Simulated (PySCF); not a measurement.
C5H9NOSi.
Structure used (GFN2-xTB), in Å, numbered top down from 1:
```
atom  x, y, z in Å
C1     3.122    0.150    0.348
N2     1.873    0.146    0.391
Si3    0.640   -0.638   -0.510
C4    -0.729   -1.218    0.684
C5    -1.596    0.016    0.344
C6    -1.611    0.966    1.495
O7    -2.586    1.427    2.024
C8    -0.762    0.619   -0.812
H9     3.672    0.766    1.053
H10    3.724   -0.429   -0.357
H11    0.972   -1.545   -1.614
H12   -1.219   -2.141    0.389
H13   -0.489   -1.294    1.742
H14   -2.620   -0.233    0.058
H15   -0.590    1.230    1.839
H16   -1.271    0.517   -1.766
H17   -0.536    1.673   -0.670
```

NICS is the negative of the GIAO shielding at a point without a nucleus: at the ring centre (0) and 1 Å above and below it (1); zz is the component along the ring normal. Level: GIAO PBE0/pcSseg-1 (PySCF, non-relativistic, gas phase) on the GFN2-xTB geometry, one conformer.

Ring bond lengths (Å), with Mayer bond orders in brackets: Si3–C4 1.907 (0.93), C4–C5 1.546 (0.95), C5–C8 1.547 (0.95), C8–Si3 1.907 (0.92).

Problem. What do the NICS probes read (ppm)?

Solution. 
| ring | type | NICS(0) | NICS(1), two faces | NICS(1)zz, two faces | rms pucker (Å) | centre to ring atoms, mean (Å) |
| --- | --- | --- | --- | --- | --- | --- |
| Si3–C4–C5–C8 | 4-membered ring with Si; formal bonds all single | 4.0 | -0.2 / 2.2 | 5.3 / 5.2 | 0.05 | 1.22 |

Problem. What do they say, and how far can they be read as aromaticity?

Solution. 
- Si3–C4–C5–C8: mean NICS(1)zz 5.2 ppm, deshielded. Si3, C4, C5, C8 have four or more neighbours; no verdict on aromaticity is drawn.

Problem. What are the shieldings of the ring atoms and their hydrogens in the same run (means over atoms taken as equivalent)?

Solution. 
```csv
atoms,environment,σ isotropic (ppm)
Si3,SiH silicon,359.7
C4 (×2),sp3 carbon bound to silicon,171.1
C5,sp3 carbon next to a carbonyl,143.7
H11,Si–H hydrogen,25.80
H12 (×2),methylene hydrogen,29.91
H13 (×2),methylene hydrogen,30.30
H14,methine hydrogen,28.70
```
